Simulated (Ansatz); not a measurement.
Basis-set extrapolation for `[AlH2][CH]1C[SiH2]1` (PBE0-D4/def2-TZVP geometry, frozen core, Ansatz 0.2.0). Multiplicity 1, RHF reference.

```csv
,def2-TZVPP,def2-QZVPP
HF,-610.650002,-610.669864
MP2 correlation,-0.549990,-0.585870
CCSD(T) correlation,-0.622989,not run
```

Energies in hartree. Use E(X) = E(∞) + A·exp(−7.88·√X) for Hartree–Fock and E(X) = E(∞) + B·X^(−2.97) for correlation, with X = 3 and 4, and add CCSD(T) minus MP2 of the smaller set to the MP2 limit.

Problem. What is the CCSD(T) energy at the basis-set limit?

Solution. HF limit: -610.669864 + (-0.019862) × 0.13774 = -610.67260. MP2 limit: -0.585870 + (-0.035880) × 0.74074 = -0.61245. Higher-order term: -0.622989 − (-0.549990) = -0.07300. Total: -611.35805 hartree, 223.3 kJ/mol below CCSD(T)/def2-TZVPP.
